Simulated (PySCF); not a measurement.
# `C=COc1oc(F)cc(=O)c1Cl`: 4 charge schemes on one density

Compound: C₇H₄ClFO₃.
Z-matrix (Å and degrees, PBE0-D3(BJ)/def2-SVP geometry), rows numbered from 1:
```
C 
C   1  1.3282
O   2  1.3717  1  119.73
C   3  1.3196  2  123.31  1  -179.86
O   4  1.3497  3  114.68  2    -2.93
C   5  1.3379  4  119.20  3  -179.66
F   6  1.3044  5  109.69  4  -180.00
C   6  1.3380  5  124.51  4     0.03
C   8  1.4689  6  120.21  5    -0.16
O   9  1.2122  8  123.64  6  -179.71
C   4  1.3586  3  123.29  2   177.39
Cl 11  1.7086  4  120.36  3    -0.37
H   1  1.0898  2  119.40  3  -179.98
H   1  1.0916  2  121.27  3     0.02
H   2  1.0909  1  124.54  3   179.91
H   8  1.0892  6  120.38  5   179.98
```

Density: PBE0/pcSseg-1 (PySCF); schemes: Mulliken, IAO, Hirshfeld and ESP-fitted. One conformer (not necessarily the lowest) at the PBE0-D3(BJ)/def2-SVP geometry, without solvent, vibrations or thermal averaging.

**Question.** Which atoms carry the highest charge in the Mulliken, IAO, Hirshfeld and ESP-fitted schemes?

**Answer.** The schemes don't all agree: Mulliken C4 (+0.746); IAO C6 (+0.493); Hirshfeld C6 (+0.177); ESP-fitted C9 (+1.014).

**Question.** Which atoms carry the lowest charge in the Mulliken, IAO, Hirshfeld and ESP-fitted schemes?

**Answer.** The schemes don't all agree: Mulliken C11 (-0.491); IAO O10 (-0.444); Hirshfeld O10 (-0.266); ESP-fitted C8 (-0.878).

**Question.** What partial charge does each atom carry?

**Answer.** In e:

```
atom                    environment  Mulliken     IAO  Hirshfeld  ESP-fitted
  C1           terminal =CH2 carbon    -0.182  -0.337     -0.109      -0.537
  C2  vinylic carbon bearing oxygen    +0.028  +0.037     +0.025      +0.096
  O3           oxygen bonded to 2 C    -0.412  -0.255     -0.064      -0.290
  C4        unsaturated ring carbon    +0.746  +0.390     +0.155      +0.828
  O5                    ring oxygen    -0.454  -0.263     -0.056      -0.397
  C6        unsaturated ring carbon    +0.622  +0.493     +0.177      +0.661
  F7           fluorine bonded to C    -0.216  -0.220     -0.044      -0.151
  C8     unsaturated ring CH carbon    -0.346  -0.300     -0.100      -0.878
  C9           ring carbonyl carbon    +0.506  +0.341     +0.104      +1.014
 O10                carbonyl oxygen    -0.371  -0.444     -0.266      -0.562
 C11        unsaturated ring carbon    -0.491  -0.175     -0.052      -0.754
Cl12           chlorine bonded to C    -0.003  +0.031     -0.013      +0.055
 H13               vinylic hydrogen    +0.144  +0.171     +0.062      +0.221
 H14               vinylic hydrogen    +0.148  +0.171     +0.060      +0.246
 H15               vinylic hydrogen    +0.137  +0.162     +0.050      +0.143
 H16                 hydrogen on C8    +0.145  +0.198     +0.071      +0.305
```

Mean size of the charges over all atoms: ESP-fitted 0.446 e, Mulliken 0.309 e, IAO 0.249 e, Hirshfeld 0.088 e. Each set sums to the total charge, 0, to within 0.001 e. The Mulliken scheme counts on each atom the diagonal of the density matrix times the overlap matrix over that atom's basis functions.

**Question.** Sum the charges by element, for elements with more than one atom.

**Answer.** 
```csv
element,atoms,Mulliken,IAO,Hirshfeld,ESP-fitted
C,7,+0.883,+0.450,+0.200,+0.431
O,3,-1.237,-0.962,-0.386,-1.249
H,4,+0.574,+0.701,+0.243,+0.915
```

**Question.** How many electrons does the ESP-fitted scheme count on O3?

**Answer.** Z − q = 8 − (-0.290) = 8.290.
